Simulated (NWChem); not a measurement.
Program: NWChem. System: Bi, charge 0, spin multiplicity 4. Its SCF solution wasn't tested for a lower state. Level: UMP2/def2-TZVPD with def2 effective core potentials on Bi, 4 core orbitals frozen.

The NWChem input:

```
start mol
memory heap 200 mb stack 900 mb global 1100 mb
geometry units angstroms nocenter noautoz
  Bi     0.000000     0.000000     0.000000
  symmetry group D2h
end
basis spherical
  * library def2-tzvpd
end
ecp
  Bi library def2-ecp
end
scf
  uhf
  nopen 3
  maxiter 100
  thresh 1e-7
  semidirect memsize 60000000 filesize 0
  # guess.movecs holds the orbitals of an unrestricted PBE0 run
  vectors input guess.movecs output mol.movecs
end
mp2
  freeze core 4
end
task mp2 energy
```

Output (cleaned and shortened):

```
             Northwest Computational Chemistry Package (NWChem) 7.3.0
             --------------------------------------------------------

                                NWChem Input Module
                                -------------------

 Scaling coordinates for geometry "geometry" by  1.889725989
 (inverse scale =  0.529177249)

                             Geometry "geometry" -> ""
                             -------------------------

 Output coordinates in angstroms (scale by  1.889725989 to convert to a.u.)

  No.       Tag          Charge          X              Y              Z
 ---- ---------------- ---------- -------------- -------------- --------------
    1 Bi                  83.0000     0.00000000     0.00000000     0.00000000

 Effective nuclear repulsion energy (a.u.)       0.0000000000

            Nuclear Dipole moment (a.u.)
            ----------------------------
        X                 Y               Z
 ---------------- ---------------- ----------------
     0.0000000000     0.0000000000     0.0000000000

      Symmetry information
      --------------------

 Group name             D2h
 Group number             26
 Group order               8
 No. of unique centers     1

      Symmetry unique atoms

     1


 Summary of "ao basis" -> "" (spherical)
 ------------------------------------------------------------------------------
       Tag                 Description            Shells   Functions and Types
 ---------------- ------------------------------  ------  ---------------------
 *                         def2-tzvpd                 on all atoms

 Summary of "ao basis" -> "ao basis" (spherical)
 ------------------------------------------------------------------------------
       Tag                 Description            Shells   Functions and Types
 ---------------- ------------------------------  ------  ---------------------
 Bi                        def2-tzvpd               18       56   7s5p4d2f

                                 NWChem SCF Module
                                 -----------------

  ao basis        = "ao basis"
  functions       =    56
  atoms           =     1
  alpha electrons =    13
  beta  electrons =    10
  charge          =   0.00
  wavefunction    = UHF
  use symmetry    = T
  symmetry adapt  = T

 Summary of "ao basis" -> "ao basis" (spherical)
 ------------------------------------------------------------------------------
       Tag                 Description            Shells   Functions and Types
 ---------------- ------------------------------  ------  ---------------------
 Bi                        def2-tzvpd               18       56   7s5p4d2f

      Symmetry analysis of basis
      --------------------------

        ag         15
        au          2
        b1g         4
        b1u         9
        b2g         4
        b2u         9
        b3g         4
        b3u         9

 Forming initial guess at       0.1s

   Symmetry analysis of molecular orbitals - initial alpha
   -------------------------------------------------------

  Numbering of irreducible representations:

     1 ag          2 au          3 b1g         4 b1u         5 b2g
     6 b2u         7 b3g         8 b3u

  Orbital symmetries:

     1 ag          2 b1u         3 b3u         4 b2u         5 ag
     6 b1g         7 ag          8 b3g         9 b2g        10 ag
    11 b1u        12 b3u        13 b2u        14 ag         15 ag
    16 b2g        17 b3g        18 ag         19 b1g        20 b2u
    21 b3u        22 b1u        23 ag

   Symmetry analysis of molecular orbitals - initial beta
   ------------------------------------------------------

  Numbering of irreducible representations:

     1 ag          2 au          3 b1g         4 b1u         5 b2g
     6 b2u         7 b3g         8 b3u

  Orbital symmetries:

     1 ag          2 b1u         3 b3u         4 b2u         5 ag
     6 b1g         7 ag          8 b3g         9 b2g        10 ag
    11 b3u        12 b2u        13 b1u        14 ag         15 ag
    16 b1g        17 ag         18 b3g        19 b2g        20 b2u
    21 b3u        22 b1u        23 ag

 Starting SCF solution at       0.1s

 ----------------------------------------------
         Quadratically convergent UHF

 Convergence threshold     :          1.000E-07
 Maximum no. of iterations :          100
 Integral*density screening:          1.000E-09
 ----------------------------------------------

              iter       energy          gnorm     gmax       time
             ----- ------------------- --------- --------- --------
                 1     -213.5874867040  3.17D-01  1.08D-01      0.5
                 2     -213.5934851554  4.46D-02  1.83D-02      0.5
                 3     -213.5937960952  9.91D-04  3.01D-04      0.6
                 4     -213.5937962285  6.46D-07  1.79D-07      0.6
                 5     -213.5937962285  3.18D-09  1.37D-09      0.6

       Final UHF  results
       ------------------

         Total SCF energy =   -213.593796228490
      One electron energy =   -372.898044171515
      Two electron energy =    159.304247943025
 Nuclear repulsion energy =      0.000000000000

                       Sz =      1.5000
                 Sz(Sz+1) =      3.7500
                      S^2 =      3.7564

        Time for solution =      0.5s

       Symmetry analysis of molecular orbitals - alpha
       -----------------------------------------------

  Numbering of irreducible representations:

     1 ag          2 au          3 b1g         4 b1u         5 b2g
     6 b2u         7 b3g         8 b3u
[...]
     7      1.841084  1 Bi s                  6     -1.444425  1 Bi s
     3      0.282665  1 Bi s                  2     -0.151794  1 Bi s

 Vector   15  Occ=0.000000D+00  E= 1.296224D-01  Symmetry=ag
              MO Center=  1.4D-18, -4.5D-19,  2.5D-19, r^2= 1.0D+01
   Bfn.  Coefficient  Atom+Function         Bfn.  Coefficient  Atom+Function
  ----- ------------  ---------------      ----- ------------  ---------------
    42      1.045854  1 Bi d  2

 Vector   16  Occ=0.000000D+00  E= 1.296224D-01  Symmetry=b3g
              MO Center=  1.9D-21,  4.7D-22,  3.5D-26, r^2= 1.0D+01
   Bfn.  Coefficient  Atom+Function         Bfn.  Coefficient  Atom+Function
  ----- ------------  ---------------      ----- ------------  ---------------
    39      1.046706  1 Bi d -1

                     UHF Final Beta Molecular Orbital Analysis
                     -----------------------------------------

 Vector    8  Occ=1.000000D+00  E=-1.301166D+00  Symmetry=ag
              MO Center= -1.5D-19, -2.4D-20, -1.2D-19, r^2= 4.8D-01
   Bfn.  Coefficient  Atom+Function         Bfn.  Coefficient  Atom+Function
  ----- ------------  ---------------      ----- ------------  ---------------
    27      0.874674  1 Bi d  2              25     -0.295044  1 Bi d  0

 Vector    9  Occ=1.000000D+00  E=-1.301166D+00  Symmetry=ag
              MO Center= -6.0D-19, -9.2D-19, -1.0D-18, r^2= 4.8D-01
   Bfn.  Coefficient  Atom+Function         Bfn.  Coefficient  Atom+Function
  ----- ------------  ---------------      ----- ------------  ---------------
    25      0.874674  1 Bi d  0              27      0.295044  1 Bi d  2

 Vector   10  Occ=1.000000D+00  E=-5.770262D-01  Symmetry=ag
              MO Center=  4.6D-41,  1.2D-40,  3.1D-23, r^2= 1.5D+00
   Bfn.  Coefficient  Atom+Function         Bfn.  Coefficient  Atom+Function
  ----- ------------  ---------------      ----- ------------  ---------------
     5      0.858027  1 Bi s                  3     -0.724507  1 Bi s
     2      0.446655  1 Bi s                  6      0.435058  1 Bi s
     4     -0.307739  1 Bi s

 Vector   11  Occ=0.000000D+00  E= 3.087220D-02  Symmetry=b3u
              MO Center=  5.2D-20, -1.9D-29, -7.5D-30, r^2= 4.7D+00
   Bfn.  Coefficient  Atom+Function         Bfn.  Coefficient  Atom+Function
  ----- ------------  ---------------      ----- ------------  ---------------
    20      0.752498  1 Bi px                11     -0.348350  1 Bi px
    14      0.272388  1 Bi px                17      0.156448  1 Bi px

 Vector   12  Occ=0.000000D+00  E= 3.087220D-02  Symmetry=b2u
              MO Center= -2.0D-28,  6.6D-21,  6.3D-30, r^2= 4.7D+00
   Bfn.  Coefficient  Atom+Function         Bfn.  Coefficient  Atom+Function
  ----- ------------  ---------------      ----- ------------  ---------------
    21      0.752498  1 Bi py                12     -0.348350  1 Bi py
    15      0.272388  1 Bi py                18      0.156448  1 Bi py

 Vector   13  Occ=0.000000D+00  E= 3.087220D-02  Symmetry=b1u
              MO Center=  1.7D-21,  1.7D-21,  1.3D-16, r^2= 4.7D+00
   Bfn.  Coefficient  Atom+Function         Bfn.  Coefficient  Atom+Function
  ----- ------------  ---------------      ----- ------------  ---------------
    22      0.752498  1 Bi pz                13     -0.348350  1 Bi pz
    16      0.272388  1 Bi pz                19      0.156448  1 Bi pz

 center of mass
 --------------
 x =   0.00000000 y =   0.00000000 z =   0.00000000

 moments of inertia (a.u.)
 ------------------
           0.000000000000           0.000000000000           0.000000000000
           0.000000000000           0.000000000000           0.000000000000
           0.000000000000           0.000000000000           0.000000000000

  Mulliken analysis of the total density
  --------------------------------------

    Atom       Charge   Shell Charges
 -----------   ------   -------------------------------------------------------
    1 Bi  23    23.00   0.07 -0.62  1.80  0.78  1.13  0.84  0.01 -0.69  6.61  0.70  1.69  0.69  9.07  0.87  0.05 -0.00  0.00  0.00

  Mulliken analysis of the alpha density
  --------------------------------------

    Atom       Charge   Shell Charges
 -----------   ------   -------------------------------------------------------
    1 Bi  23    13.00   0.03 -0.31  0.89  0.39  0.53  0.47  0.00 -0.36  3.34  0.64  1.69  0.69  4.49  0.48  0.04  0.00  0.00  0.00

   Mulliken analysis of the beta density
   -------------------------------------

    Atom       Charge   Shell Charges
 -----------   ------   -------------------------------------------------------
    1 Bi  23    10.00   0.03 -0.31  0.91  0.40  0.60  0.37  0.01 -0.33  3.27  0.06 -0.00  0.00  4.59  0.40  0.02 -0.00  0.00  0.00

   Mulliken analysis of the spin density
   -------------------------------------

    Atom       Charge   Shell Charges
 -----------   ------   -------------------------------------------------------
    1 Bi  23     3.00  -0.00  0.01 -0.01 -0.01 -0.08  0.10 -0.01 -0.03  0.06  0.58  1.69  0.69 -0.10  0.08  0.02  0.00 -0.00  0.00

       Multipole analysis of the density wrt the origin
       ------------------------------------------------

     L   x y z        total         alpha         beta         nuclear
     -   - - -        -----         -----         ----         -------
     0   0 0 0      0.000000    -13.000000    -10.000000     23.000000

     1   1 0 0      0.000000      0.000000      0.000000      0.000000
     1   0 1 0      0.000000      0.000000      0.000000      0.000000
     1   0 0 1      0.000000      0.000000      0.000000      0.000000

     2   2 0 0    -22.607860    -16.595276     -6.012584      0.000000
     2   1 1 0     -0.000000     -0.000000     -0.000000      0.000000
     2   1 0 1     -0.000000     -0.000000      0.000000      0.000000
     2   0 2 0    -22.607860    -16.595276     -6.012584      0.000000
     2   0 1 1     -0.000000     -0.000000     -0.000000      0.000000
     2   0 0 2    -22.607860    -16.595276     -6.012584      0.000000

                   NWChem MP2 Semi-direct Energy/Gradient Module
                   ---------------------------------------------

  Basis functions       =     56
  Molecular orbitals    =     56
  Frozen core           =      4
  Frozen virtuals       =      0
  Active alpha occupied =      9
  Active beta occupied  =      6
  Active alpha virtual  =     43
  Active beta virtual   =     46
  Use MO symmetry       = T
  Use skeleton AO sym   = T

  AO/Fock/Back tols     =   1.0D-09  1.0D-09  1.0D-09

 GA uses MA = F    GA memory limited = T

 Available:
  local mem=  1.26D+08
 global mem=  1.44D+08
 local disk=  0.00D+00
  mp2_memr nvloc                    43
  nvloc new                    43
   1 passes of   9:        4194304                      25739                   2105450.
   1 passes of   9: M    126143083           G      144172928           F     121948779.

 Semi-direct pass number   1 of   1  for UHF alpha       at        0.7s
  vrange nnbf                  1596
  mp2_eaftype                    10  avail_ma_in_mb                  1099
 EAF : mp2_eaftype filesize          10    1052725.
  mp2_eaf for mointskh                     10
Node 0 wrote      4.9 Mb in      0.0 s     Agg I/O rate:  1114.7 Mb/s
 Done moints_semi at        1.9s
  mp2_eaftype                    10  avail_ma_in_mb                  1089
 EAF : mp2_eaftype filesize          10    1052725.
  mp2_eaf for kh                    10
 Done maket at        1.9s
 Done multipass loop at        1.9s

 GA uses MA = F    GA memory limited = T

 Available:
  local mem=  1.26D+08
 global mem=  1.44D+08
 local disk=  0.00D+00
  mp2_memr nvloc                    46
  nvloc new                    46
   1 passes of   6:        4194304                      20191                   1503120.
   1 passes of   6: M    126143083           G      144172928           F     121948779.

 Semi-direct pass number   1 of   1  for UHF beta        at        2.0s
  vrange nnbf                  1596
  mp2_eaftype                    10  avail_ma_in_mb                  1099
 EAF : mp2_eaftype filesize          10     751560.
  mp2_eaf for mointskh                     10
Node 0 wrote      3.5 Mb in      0.0 s     Agg I/O rate:  1752.6 Mb/s
 Done moints_semi at        3.1s
  mp2_eaftype                    10  avail_ma_in_mb                  1089
 EAF : mp2_eaftype filesize          10     751560.
  mp2_eaf for kh                    10
 Done maket at        3.1s
 Done multipass loop at        3.1s

          -------------------------------------------
          SCF energy                -213.593796228490
          Correlation energy          -0.370960442221
          Singlet pairs                0.000000000000
          Triplet pairs                0.000000000000
          Total MP2 energy          -213.964756670711
          -------------------------------------------

          ---------------------------------------------------
                    Spin Component Scaled (SCS) MP2
          Same spin pairs                     -0.141904449329
          Same spin scaling factor             0.333333333333
          Opposite spin pairs                 -0.229055992892
          Opposite spin scaling fact.          1.200000000000
          SCS-MP2 correlation energy          -0.322168674580
          Total SCS-MP2 energy              -213.915964903070
          ---------------------------------------------------

 -----------------------
 Performance information
 -----------------------

 Timer overhead =  1.98D-07 seconds/call

               Nr. of calls         CPU time (s)                 Wall time (s)                GFlops
             ---------------    -------------------     ------------------------------   -------------------
Name         Min   Avg   Max    Min     Avg     Max     Min     Avg     Max   Mx/calls   Min     Max     Sum
mp2: moin     2     2     2    2.3     2.3     2.3      2.3     2.3     2.3     1.1      0.0     0.0     0.0
mp2: make     2     2     2   6.92E-2 6.92E-2 6.92E-2  6.92E-2 6.92E-2 6.92E-2 3.46E-2   0.0     0.0     0.0
mp2: tota     1     1     1    2.5     2.5     2.5      2.5     2.5     2.5     2.5      0.0     0.0     0.0

 The average no. of pstat calls per process was 5.00D+00
 with a timing overhead of 9.88D-07s

 Task  times  cpu:        3.1s     wall:        3.1s

 Total times  cpu:        3.1s     wall:        3.1s
```
